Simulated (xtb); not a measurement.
Input for xtb: GFN2-xTB on H2SSi (SMILES [SiH]S), a point of a torsion scan.

```
$ xtb mol.xyz --gfn 2 --sp --chrg 0 --uhf 0
4

Si     1.00389724     0.62196644    -0.39315486
S     -1.01988839     0.51054191     0.39316710
H      1.50484640    -0.58770311     0.30173804
H     -0.95577383    -0.57556089     1.15165674
```

Program output:

```
[...]
           -------------------------------------------------
          |                Calculation Setup                |
           -------------------------------------------------



           -------------------------------------------------
          |                 G F N 2 - x T B                 |
           -------------------------------------------------

        Reference                      10.1021/acs.jctc.8b01176
      * Hamiltonian:
        H0-scaling (s, p, d)           1.850000    2.230000    2.230000
        zeta-weighting                 0.500000
      * Dispersion:
        s8                             2.700000
        a1                             0.520000
        a2                             5.000000
        s9                             5.000000
      * Repulsion:
        kExp                           1.500000    1.000000
        rExp                           1.000000
      * Coulomb:
        alpha                          2.000000
        third order                    shell-resolved
        anisotropic                    true
        a3                             3.000000
        a5                             4.000000
        cn-shift                       1.200000
        cn-exp                         4.000000
        max-rad                        5.000000


          ...................................................
          :                      SETUP                      :
          :.................................................:
          :  # basis functions                  22          :
          :  # atomic orbitals                  20          :
          :  # shells                            8          :
          :  # electrons                        12          :
          :  max. iterations                   250          :
          :  Hamiltonian                  GFN2-xTB          :
          :  restarted?                      false          :
          :  GBSA solvation                  false          :
          :  PC potential                    false          :
          :  electronic temp.          300.0000000     K    :
          :  accuracy                    1.0000000          :
          :  -> integral cutoff          0.2500000E+02      :
          :  -> integral neglect         0.1000000E-07      :
          :  -> SCF convergence          0.1000000E-05 Eh   :
          :  -> wf. convergence          0.1000000E-03 e    :
          :  Broyden damping             0.4000000          :
          :  net charge                          0          :
          :  unpaired electrons                  0          :
          ...................................................

 iter      E             dE          RMSdq      gap      omega  full diag
   1     -5.9693822 -0.596938E+01  0.114E+01    2.20       0.0  T
   2     -5.9810892 -0.117071E-01  0.684E+00    2.20       1.0  T
   3     -5.9826006 -0.151142E-02  0.275E+00    2.29       1.0  T
   4     -5.9827498 -0.149176E-03  0.103E+00    2.39       1.0  T
   5     -5.9827880 -0.381769E-04  0.222E-01    2.41       1.0  T
   6     -5.9827788  0.914651E-05  0.237E-01    2.43       1.0  T
   7     -5.9828192 -0.403445E-04  0.833E-02    2.42       1.0  T
   8     -5.9828295 -0.103654E-04  0.341E-02    2.42       1.5  T
   9     -5.9828295  0.457837E-08  0.164E-02    2.42       3.0  T
  10     -5.9828300 -0.420707E-06  0.201E-03    2.42      24.9  T
  11     -5.9828300 -0.629824E-08  0.805E-04    2.42      62.1  T
  12     -5.9828300 -0.107317E-09  0.255E-04    2.42     196.1  T

   *** convergence criteria satisfied after 12 iterations ***

         #    Occupation            Energy/Eh            Energy/eV
      -------------------------------------------------------------
         1        2.0000           -0.7136161             -19.4185
         2        2.0000           -0.6253000             -17.0153
         3        2.0000           -0.4823520             -13.1255
         4        2.0000           -0.4034117             -10.9774
         5        2.0000           -0.3767330             -10.2514
         6        2.0000           -0.3523661              -9.5884 (HOMO)
         7                         -0.2634179              -7.1680 (LUMO)
         8                         -0.2032523              -5.5308
         9                         -0.1680341              -4.5724
        10                         -0.1230292              -3.3478
        11                         -0.0901501              -2.4531
       ...                                ...                  ...
        20                          0.6463604              17.5884
      -------------------------------------------------------------
                  HL-Gap            0.0889482 Eh            2.4204 eV
             Fermi-level           -0.3078920 Eh           -8.3782 eV

 SCC (total)                   0 d,  0 h,  0 min,  0.006 sec
 SCC setup                      ...        0 min,  0.000 sec (  2.166%)
 Dispersion                     ...        0 min,  0.000 sec (  0.567%)
 classical contributions        ...        0 min,  0.000 sec (  0.337%)
 integral evaluation            ...        0 min,  0.001 sec ( 15.659%)
 iterations                     ...        0 min,  0.004 sec ( 57.580%)
 molecular gradient             ...        0 min,  0.001 sec ( 19.764%)
 printout                       ...        0 min,  0.000 sec (  3.502%)

         :::::::::::::::::::::::::::::::::::::::::::::::::::::
         ::                     SUMMARY                     ::
         :::::::::::::::::::::::::::::::::::::::::::::::::::::
         :: total energy              -5.958416460848 Eh    ::
         :: gradient norm              0.000039216576 Eh/a0 ::
         :: HOMO-LUMO gap              2.420403765641 eV    ::
         ::.................................................::
         :: SCC energy                -5.982829936947 Eh    ::
         :: -> isotropic ES            0.010669144773 Eh    ::
         :: -> anisotropic ES         -0.001389854852 Eh    ::
         :: -> anisotropic XC         -0.005728481256 Eh    ::
         :: -> dispersion             -0.001894137789 Eh    ::
         :: repulsion energy           0.024413476099 Eh    ::
         :: add. restraining           0.000000000000 Eh    ::
         :: total charge               0.000000000000 e     ::
         :::::::::::::::::::::::::::::::::::::::::::::::::::::

           -------------------------------------------------
          |                Property Printout                |
           -------------------------------------------------

    * Orbital Energies and Occupations

         #    Occupation            Energy/Eh            Energy/eV
      -------------------------------------------------------------
         1        2.0000           -0.7136161             -19.4185
         2        2.0000           -0.6253000             -17.0153
         3        2.0000           -0.4823520             -13.1255
         4        2.0000           -0.4034117             -10.9774
         5        2.0000           -0.3767330             -10.2514
         6        2.0000           -0.3523661              -9.5884 (HOMO)
         7                         -0.2634179              -7.1680 (LUMO)
         8                         -0.2032523              -5.5308
         9                         -0.1680341              -4.5724
        10                         -0.1230292              -3.3478
        11                         -0.0901501              -2.4531
        12                         -0.0612503              -1.6667
        13                         -0.0438505              -1.1932
        14                          0.0017968               0.0489
        15                          0.0018992               0.0517
Note: The following floating-point exceptions are signalling: IEEE_DENORMAL
normal termination of xtb
        16                          0.0444146               1.2086
        17                          0.0615738               1.6755
       ...                                ...                  ...
        20                          0.6463604              17.5884
      -------------------------------------------------------------
                  HL-Gap            0.0889482 Eh            2.4204 eV
             Fermi-level           -0.3078920 Eh           -8.3782 eV

     #   Z          covCN         q      C6AA      α(0)
     1  14 Si       1.785     0.385   185.002    28.906
     2  16 S        1.795    -0.455   161.366    21.381
     3   1 H        0.913    -0.089     5.200     3.567
     4   1 H        0.923     0.160     1.328     1.802

 Mol. C6AA /au·bohr⁶  :        871.436057
 Mol. C8AA /au·bohr⁸  :      45959.764443
 Mol. α(0) /au        :         55.656318


Wiberg/Mayer (AO) data.
largest (>0.10) Wiberg bond orders for each atom

 ---------------------------------------------------------------------------
     #   Z sym  total        # sym  WBO       # sym  WBO       # sym  WBO
 ---------------------------------------------------------------------------
     1  14 Si   2.118 --     2 S    1.137     3 H    0.958
     2  16 S    2.122 --     1 Si   1.137     4 H    0.952
     3   1 H    0.992 --     1 Si   0.958
     4   1 H    0.975 --     2 S    0.952
 ---------------------------------------------------------------------------

Topologies differ in total number of bonds
Writing topology from bond orders to xtbtopo.mol

molecular dipole:
                 x           y           z       tot (Debye)
 q only:        1.066      -0.062      -0.328
   full:        0.935      -0.577       0.089       2.802
molecular quadrupole (traceless):
                xx          xy          yy          xz          yz          zz
 q only:       -0.944       3.450       0.096      -0.994      -1.476       0.848
  q+dip:       -2.381       2.208       0.702       0.600      -1.350       1.679
   full:       -1.775       2.055      -0.055       1.024       0.332       1.830


           -------------------------------------------------
          | TOTAL ENERGY               -5.958416460848 Eh   |
          | GRADIENT NORM               0.000039216576 Eh/α |
          | HOMO-LUMO GAP               2.420403765641 eV   |
           -------------------------------------------------

------------------------------------------------------------------------
------------------------------------------------------------------------
 total:
 SCF:
```

The run finished.

Cost: around 0.06 core-seconds (rough).
